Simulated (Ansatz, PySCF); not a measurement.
This PySCF input computes a CCSD(T)/cc-pVDZ energy:

```python
from pyscf import gto, scf, mp, cc as ccmod

mol = gto.M(
    atom='''
    C    -0.47162423    0.09897286    0.04953549
    N     0.72987879   -0.15316896   -0.07666040
    H    -1.32838249   -0.67059574    0.14103533
    H    -0.95102367    1.14894128    0.09837455
    ''',
    basis='cc-pvdz',
    charge=-1,
    spin=0,
    verbose=4,
)

mf = scf.RHF(mol)
mf.conv_tol = 1e-10
mf.max_cycle = 100
mf.kernel()
mp2 = mp.MP2(mf, frozen=2).run()
cc = ccmod.CCSD(mf, frozen=2)
cc.max_cycle = 100
cc.kernel()
et = cc.ccsd_t()
print(f'E(CCSD(T)) = {cc.e_tot + et:.9f}')
```

Problem. Write an input for the same energy in Ansatz (an electronic-structure program) and say what it gives.

Solution. 
Ansatz 0.2 input:
```yaml
crystal:
  periodic: [false, false, false]
  atoms:
    - {symbol: C, position_ang: [-0.47162423, 0.09897286, 0.04953549]}
    - {symbol: N, position_ang: [0.72987879, -0.15316896, -0.07666040]}
    - {symbol: H, position_ang: [-1.32838249, -0.67059574, 0.14103533]}
    - {symbol: H, position_ang: [-0.95102367, 1.14894128, 0.09837455]}
basis:
  gaussian:
    orbitals: cc-pVDZ
total_charge: -1
magnetization: {spin_polarized: false}
correlation: {method: ccsd_t, electrons: outside_noble_gas}
```
It gives -93.71058 Eh, and PySCF -93.71058 Eh, a difference of 0.00 mEh.
